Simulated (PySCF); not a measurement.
An unknown shows these calculated signals:

1H NMR (500 MHz, computed): δ 6.99 (m, 1H), 6.48 (m, 1H), 6.33 (m, 1H), 6.12 (m, 1H).

13C{1H} NMR (computed): δ 143.8 (C), 137.9 (CH), 135.3 (CH2), 132.0 (C), 131.4 (C), 131.0 (CH).

Computed data (PySCF 2.14): coordinates at the GFN2-xTB level, PBE0/pcSseg-1 with gauge-including orbitals. Gas phase, non-relativistic, one computed conformer, one averaged value for each set of equivalent atoms.

References, each an isolated molecule treated in the same way: TMS for 1H and 13C.

Which of these does the molecule contain: a non-aromatic C=C double bond, an ester, a CF3 group, a ketone, a methoxy group?

Results:


- A non-aromatic C=C double bond: yes.
- An ester: no.
- A CF3 group: yes (δC 132.0).
- A ketone: no.
- A methoxy group: no.

The data belong to `FC(/C=C/C(=C)C(F)(F)F)(F)F`, C6H4F6; they needn't prove each group on their own.

Carbon signals by region: 6 in the sp2 and nitrile region (100–160 ppm).

Splittings by 19F in the carbon and heteronuclear signals aren't shown, as no couplings were computed. Shifts are as computed. Against solution values, carbons near 30 ppm lie about +3 ppm off and those near 130 ppm about +5 ppm. Of 1211 compounds with measured shifts, 218 miss one by over three times the rms of a fit or turn the order of signals round; such compounds aren't used in these exercises. No couplings were computed; multiplicities are counted from neighbouring protons, with m where these are inequivalent, close in shift, in a saturated or five-membered ring or joined by F or P, and br s for small geminal =CH2 splittings.
